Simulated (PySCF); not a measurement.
**The second ionisation energy along the 4p block**

All values are computed (PySCF 2.14, energy differences of UHF-based or UKS calculations, no spin-orbit coupling). Values in eV. The last column holds reference values (NIST; (s) semi-empirical, (t) theoretical, else measured). Unmarked ones compare directly (S terms, centres of terms, or small fine structure); those marked * lie between the lowest fine-structure levels and include a spin-orbit shift.

```json
{"element": "Ga (cc-pVTZ-DK, spin-free X2C)", "configurations": "[Ar] 3d10 4s2 → [Ar] 3d10 4s1", "UHF": "18.772", "MP2 (valence)": "19.475", "SCS-MP2 (valence)": "19.615", "CCSD (valence)": "19.764", "CCSD(T) (valence)": "19.764", "reference": "20.515"}
{"element": "Ge (cc-pVTZ-DK, spin-free X2C)", "configurations": "[Ar] 3d10 4s2 4p1 → [Ar] 3d10 4s2", "UHF": "15.246", "MP2 (valence)": "15.483", "SCS-MP2 (valence)": "15.470", "CCSD (valence)": "15.555", "CCSD(T) (valence)": "15.576", "reference": "15.789"}
{"element": "As (cc-pVTZ-DK, spin-free X2C)", "configurations": "[Ar] 3d10 4s2 4p2 → [Ar] 3d10 4s2 4p1", "UHF": "17.977", "MP2 (valence)": "18.348", "SCS-MP2 (valence)": "18.273", "CCSD (valence)": "18.380", "CCSD(T) (valence)": "18.404", "reference": "18.589 *"}
{"element": "Se (cc-pVTZ-DK, spin-free X2C)", "configurations": "[Ar] 3d10 4s2 4p3 → [Ar] 3d10 4s2 4p2", "UHF": "20.841", "MP2 (valence)": "21.340", "SCS-MP2 (valence)": "21.190", "CCSD (valence)": "21.306", "CCSD(T) (valence)": "21.334", "reference": "21.196 ± 0.01 *"}
{"element": "Br (cc-pVTZ-DK, spin-free X2C)", "configurations": "[Ar] 3d10 4s2 4p4 → [Ar] 3d10 4s2 4p3", "UHF": "20.233", "MP2 (valence)": "20.915", "SCS-MP2 (valence)": "20.982", "CCSD (valence)": "21.032", "CCSD(T) (valence)": "21.056", "reference": "21.409"}
{"element": "Kr (cc-pVTZ-DK, spin-free X2C)", "configurations": "[Ar] 3d10 4s2 4p5 → [Ar] 3d10 4s2 4p4", "UHF": "23.229", "MP2 (valence)": "24.043", "SCS-MP2 (valence)": "24.039", "CCSD (valence)": "24.048", "CCSD(T) (valence)": "24.076", "reference": "24.360 *"}
```

```
           method  elements  mean error (eV)  mean absolute error (eV)  largest error (eV)
              UHF         3           -1.154                     1.154              -1.743
    MP2 (valence)         3           -0.613                     0.613              -1.040
SCS-MP2 (valence)         3           -0.548                     0.548              -0.900
   CCSD (valence)         3           -0.454                     0.454              -0.751
CCSD(T) (valence)         3           -0.439                     0.439              -0.751
```

Errors include the incompleteness of the basis and the frozen core.

"Valence" correlates the outer s and p shells and, in groups 3 to 12 and the f block, the outer d or f shell, open or full, or the next shell where the ion has no valence electron left; the wider scheme adds the next inner shell.
